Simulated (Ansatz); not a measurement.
Cost and result for the atomization energy of `[SiH3][Si]1(Cl)P[Te]1` (9 atoms, 9 bonds).

Z-matrix (Å, degrees):
```
Si
Si 1 2.324
H 1 1.485 2 109.4
H 1 1.485 2 107.1 3 -119.7
H 1 1.486 2 110.1 3 120.5
Cl 2 2.054 1 111.9 3 -64.0
P 2 2.227 1 121.6 3 154.0
Te 2 2.448 1 117.4 3 77.3
H 7 1.427 2 92.9 1 -12.4
```

Total charge 0; spin multiplicity 1. Correlated methods include outer-core shells of Te, which these sets cover unevenly. Te: def2 effective core potential. All single points use the PBE0-D4/def2-TZVP geometry. Program: Ansatz. All runs use 4 threads of an Arm Neoverse V2 on a shared host. Times are those of one run each, without the atoms' runs, and a repeat can differ threefold. Electronic energies, without spin–orbit coupling; frozen cores. CCSD(T)/CBS adds CCSD(T) − MP2 in def2-TZVPP to the MP2 limit, and its time is that of the two runs behind it. T1 = 0.013. With those shells the extrapolation isn't a true limit. HSE06 is the plane-wave form, built on full-range PBE exchange.

CCSD(T)/CBS is a level of theory with its own doubt, some kJ/mol a heavy atom from the limit and from the frozen cores, so smaller differences don't rank the functionals.

```
                             level  functions  wall time
              revPBE-D4/def2-TZVPP        274      3.3 s
               HSE06-D4/def2-TZVPP        274      6.5 s
               BHLYP-D4/def2-TZVPP        274      6.5 s
           CAM-B3LYP-D4/def2-TZVPP        274        7 s
r2SCAN-D4/def2-TZVPP (with forces)        274        8 s
                  CCSD(T)/def2-SVP        118      8.5 s
               PBE-QIDH/def2-TZVPP        274       11 s
                ωB97X-V/def2-TZVPP        274       14 s
                 B97M-V/def2-TZVPP        274       15 s
  ωB97M-V/def2-TZVPP (with forces)        274       21 s
                    MP2/def2-QZVPP        482       30 s
                CCSD(T)/def2-TZVPP        274    5.9 min
                 CCSD(T)/CBS(def2)          –    6.4 min
```

Question: What atomization energy does each give, and how far from CCSD(T)/CBS? (An estimate is asked.)

Answer: Computed: 
```csv
level,atomization (kJ/mol),difference from CCSD(T)/CBS,per bond
revPBE-D4/def2-TZVPP,2536.7,-32.0,-3.6
HSE06-D4/def2-TZVPP,2555.6,-13.1,-1.5
BHLYP-D4/def2-TZVPP,2487.7,-81.0,-9.0
CAM-B3LYP-D4/def2-TZVPP,2519.1,-49.6,-5.5
r2SCAN-D4/def2-TZVPP (with forces),2566.1,-2.6,-0.3
CCSD(T)/def2-SVP,2258.2,-310.5,-34.5
PBE-QIDH/def2-TZVPP,2526.5,-42.2,-4.7
ωB97X-V/def2-TZVPP,2587.5,18.8,2.1
B97M-V/def2-TZVPP,2601.2,32.5,3.6
ωB97M-V/def2-TZVPP (with forces),2551.1,-17.6,-2.0
MP2/def2-QZVPP,2550.8,-17.9,-2.0
CCSD(T)/def2-TZVPP,2449.8,-118.9,-13.2
CCSD(T)/CBS(def2),2568.7,0.0,0.0
```

Leaving LDA and LC-ωPBE aside and taking each functional with its dispersion term where it has one, the values, not all of them listed here, spread over 114.0 kJ/mol, from B2PLYP to B97M-V. LDA lies +374.1 kJ/mol from PBE without D4, its usual overbinding. From PBE to PBE0 (25 % exact exchange), in def2-TZVPP and without D4, the atomization energy moves by −29.2 kJ/mol: exact exchange takes away binding that semilocal exchange gives to molecules. In def2-TZVPP, CCSD(T) changes the Hartree–Fock value by +703.4 kJ/mol (the triples alone add +60.7 kJ/mol) and MP2 by +734.5 kJ/mol; breaking electron pairs costs correlation energy, which Hartree–Fock lacks.

Spin–orbit coupling would lower the free Te atoms strongly, and the atomization energy with them, by more than many differences here.
